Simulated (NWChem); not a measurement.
# A calculation on boron oxyfluoride (BFO)

```xyz
3

F      0.0000     0.0000    -1.1962
B      0.0000     0.0000     0.0865
O      0.0000     0.0000     1.2917
```
Charge 0, spin multiplicity 1.

The numbers come from NWChem runs, not from measurements. The geometry was optimised at PBE0/def2-SVP, a minimum by its harmonic frequencies.

Symmetry labels belong to the abelian group C2v used in the runs, with the axes of the coordinates shown; states degenerate in a higher group split over its labels.

Problem. List the lowest 3 singlet excitations that CIS/def2-SVPD gives, with oscillator strengths.

Solution. 
```tsv
state	symmetry	energy (eV)	wavelength (nm)	f
1	b1	9.42	132	0.078
2	b2	9.42	132	0.078
3	a2	9.80	127	0.000
```
